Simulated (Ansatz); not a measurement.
Stretching the Be1–Cl3 bond in BeClH (SMILES [BeH][Cl]) (multiplicity 1 held, fragments rigid). Energies count from the point at 1.806 Å.
Geometry at that point (charge 0, multiplicity 1):
```xyz
3

Be     0.000     0.000    -1.335
H      0.000     0.000    -2.658
Cl     0.000     0.000     0.471
```

Signs of static correlation in aug-cc-pV(D+d)Z, with CASSCF(6,4), from Ansatz (a quantum-chemistry and plane-wave program) runs.

| R (Å) | T1 of restricted CCSD | ⟨S²⟩ of UHF | largest double amplitude of restricted CCSD | weight of the CASSCF reference in MRCISD | CASSCF natural occupations |
|---|---|---|---|---|---|
| 1.445 | 0.007 | 0.000 | 0.027 | 0.921 | 2.00 1.99 1.99 0.02 |
| 1.625 | 0.008 | 0.000 | 0.028 | 0.920 | 2.00 1.99 1.99 0.01 |
| 1.806 | 0.009 | 0.000 | 0.029 | 0.918 | 2.00 2.00 1.99 0.01 |
| 1.986 | 0.010 | 0.000 | 0.030 | 0.917 | 2.00 2.00 1.99 0.02 |
| 2.167 | 0.012 | 0.000 | 0.030 | 0.916 | 2.00 2.00 1.98 0.02 |
| 2.438 | 0.014 | 0.000 | 0.037 | 0.916 | 2.00 2.00 1.97 0.03 |
| 2.709 | 0.017 | 0.000 | (withheld) | 0.915 | 2.00 2.00 1.94 0.06 |
| 3.160 | 0.028 | 0.426 | 0.125 | 0.915 | 2.00 2.00 1.88 0.12 |
| 3.612 | 0.049 | (withheld) | 0.187 | 0.917 | 2.00 2.00 1.72 0.28 |
| 4.153 | 0.096 | 0.973 | 0.325 | 0.920 | 2.00 2.00 1.42 0.58 |
| 4.876 | 0.191 | 1.005 | 0.743 | 0.921 | 2.00 2.00 1.16 0.84 |
| 5.779 | 0.271 | 1.009 | 1.287 | 0.921 | 2.00 2.00 1.05 0.95 |

Question: Fill in the missing entries.

Answer: 
- 2.709, largest double amplitude of restricted CCSD: 0.052
- 3.612, ⟨S²⟩ of UHF: 0.849

Doubts at one or more of the structures used: active orbitals that take no part (SC-NEVPT2 on CASSCF(6,4)/aug-cc-pV(D+d)Z); a restricted determinant that unrestricted orbitals would lower (R-CCSD(T)/aug-cc-pV(D+d)Z); T1 above 0.05 (R-CCSD(T)/aug-cc-pV(D+d)Z, U-CCSD(T)/aug-cc-pV(D+d)Z); other coupled-cluster roots lie near (R-CCSD(T)/aug-cc-pV(D+d)Z); a spin-contaminated determinant (U-CCSD(T)/aug-cc-pV(D+d)Z); the program's own flag: other amplitudes (U-CCSD(T)/aug-cc-pV(D+d)Z).
